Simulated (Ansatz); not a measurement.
Reaction (atomization): `[NH2][Ga]1[O][SiH2][SiH2]1` → Ga• + 6 H• + N• + O• + 2 Si•

Gas-phase electronic energies from Ansatz, PBE0-D4/def2-TZVP geometries. CCSD(T)/CBS is the MP2 limit (def2-TZVPP, def2-QZVPP) plus CCSD(T) − MP2 in def2-TZVPP, frozen cores. This one scheme is used for every species, atoms too. For atomizations the MP2-based limit and the directly extrapolated one differ by several kJ/mol either way, and by 10 to 25 for some Ge, Se and Sn compounds, so smaller differences from it don't rank the levels. DFT in def2-TZVPP. B3LYP here is the variant with VWN-RPA as its local correlation; programs differ in this. No spin–orbit coupling; open shells (•) take unrestricted orbitals. Spin–orbit coupling would lower the free atoms: a little for O, Si; clearly for Ga. Bonds to Ga are less sure, by a few kJ/mol each and by 10 to 20 or more in all where they break to atoms, as the def2 sets lack core-valence functions. Scalar relativity is left out up to krypton. One conformer a species, not always the lowest.

`[NH2][Ga]1[O][SiH2][SiH2]1`:

```xyz
11

N    -0.869   -2.562   -0.441
Ga   -0.188   -0.937   -0.075
O    -1.128    0.505   -0.755
Si   -0.298    1.847   -0.285
Si    1.373    0.625    0.862
H    -0.468   -3.431   -0.135
H    -1.711   -2.687   -0.978
H    -1.106    2.747    0.584
H     0.208    2.642   -1.439
H     2.756    0.575    0.315
H     1.432    0.677    2.348
```

| level | ΔE (kJ/mol) |
| --- | --- |
| BLYP-D4 | 3502.9 |
| B2PLYP | 3481.5 |
| PBE-QIDH | 3495.9 |
| PBE | 3529.2 |
| B3LYP | 3466.3 |
| MP2/def2-SVP | 3290.9 |
| CCSD/def2-SVP | 3209.5 |
| SCS-MP2/def2-QZVPP | 3567.0 |

(1) What does CCSD(T)/CBS give? (Estimate.)

Largest T1 diagnostic among the species: 0.015.

Results:

(1) The calculation gave: +3555.5 kJ/mol. The listed levels differ from it by -52.6, -74.0, -59.6, -26.3, -89.2, -264.6, -346.0, 11.5 kJ/mol.

At CCSD(T), def2-SVP lies −304.0 kJ/mol from the extrapolated value and def2-TZVPP −108.0 kJ/mol: correlation converges slowly with the basis, and small sets miss more of it in the bonded molecule than in its fragments. The D4 term adds +47.3 kJ/mol with B3LYP and +24.8 kJ/mol with PBE0; it sums over pairs of atoms, weighted by their polarisabilities, and B3LYP, whose exchange is more repulsive, gets the larger term.
